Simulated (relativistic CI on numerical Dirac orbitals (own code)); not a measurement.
# Ti³⁺ in a cubic cluster: 2p photoemission with charge transfer

Computed with a charge-transfer multiplet model of a cubic metal-ligand cluster with up to 2 ligand holes, Slater and spin-orbit integrals from Dirac-Coulomb-Breit ions, Slater integrals scaled by 0.8. The ground state mixes d1 with configurations of k ligand holes L, whose averages lie at kΔ + k(k − 1)U_dd/2; a core hole lowers each added d electron by U_cd. 300 K, Lorentzian 0.6 eV and Gaussian 0.8 eV FWHM.

Atomic integrals in eV (Slater integrals scaled, ζ unscaled), ground: F2dd 6.578, F4dd 4.090, zeta_d 0.017; with the core hole: F2dd 6.578, F4dd 4.090, zeta_d 0.032, zeta_core 3.741, F2cd 5.066, G1cd 3.785, G3cd 2.149. Where a configuration has fewer than two d electrons, the dd integrals are those of d2.

Cluster parameters (eV): Δ = 5.1, U_dd = 4.5, U_cd = 5.8, 10Dq = 1.75, 10Dq(ligand) = 0, final-state hopping factor = 0.9.

```tsv
Case	n_d	d1	d2L	d3L2	S
V(eg) = 2.05 eV, V(t2g) = -1.01 eV	1.39	0.65	0.32	0.03	0.50
V(eg) = 2.95 eV, V(t2g) = -1.46 eV	1.54	0.53	0.40	0.07	0.50
V(eg) = 3.25 eV, V(t2g) = -1.61 eV	1.58	0.50	0.42	0.08	0.50
```

Weights, n_d and S are thermal averages at 300 K. Binding energies count from the first peak over 30 % of the highest in each spectrum, which can be another peak from case to case. The parameters are a model scan and need not match a compound or its usual spin state. Peaks in eV (height, largest 100):
- V(eg) = 2.05 eV, V(t2g) = -1.01 eV: 0.0 (100), 6.2 (46), 13.9 (8)
- V(eg) = 2.95 eV, V(t2g) = -1.46 eV: 0.0 (100), 5.8 (38), 10.7 (12)
- V(eg) = 3.25 eV, V(t2g) = -1.61 eV: 0.0 (100), 5.7 (38), 11.7 (9)

Curve for V(eg) = 2.05 eV, V(t2g) = -1.01 eV (points under 2 left out, the grid thinned):

E (eV), Intensity and a bar:
```
     -3.4        2.0 
     -3.0        2.6 
     -2.5        3.8 #
     -2.1        5.6 #
     -1.7        9.5 ##
     -1.2       23.9 #######
     -0.8       51.1 ###############
     -0.3       91.2 ############################
      0.1       98.9 ##############################
      0.5       78.2 ########################
      1.0       45.3 #############
      1.4       30.3 #########
      1.8       21.8 ######
      2.3       17.8 #####
      2.7       16.8 #####
      3.1       16.4 ####
      3.6       15.7 ####
      4.0       15.5 ####
      4.5       17.7 #####
      4.9       22.4 ######
      5.3       30.7 #########
      5.8       42.6 #############
      6.2       45.6 ##############
      6.6       43.3 #############
      7.1       36.1 ###########
      7.5       30.7 #########
      7.9       27.7 ########
      8.4       23.6 #######
      8.8       19.4 #####
      9.3       14.2 ####
      9.7       10.2 ###
     10.1        7.6 ##
     10.6        6.1 #
     11.0        5.4 #
     11.4        4.9 #
     11.9        4.1 #
     12.3        3.7 #
     12.7        3.8 #
     13.2        5.7 #
     13.6        7.8 ##
     14.1        8.0 ##
     14.5        6.5 #
     14.9        5.0 #
     15.4        3.1 
     15.8        2.0
```

For the case V(eg) = 2.95 eV, V(t2g) = -1.46 eV, Δ = 5.1 eV is larger than U_dd = 4.5 eV, the Mott-Hubbard side of the Zaanen-Sawatzky-Allen scheme. With the core hole the average of the configuration with one ligand hole lies at Δ − U_cd = -0.7 eV before mixing: the effective hopping of about 5.8 eV (from the holes of the mixed ground state) is comparable with this gap or larger, so the configurations mix strongly.
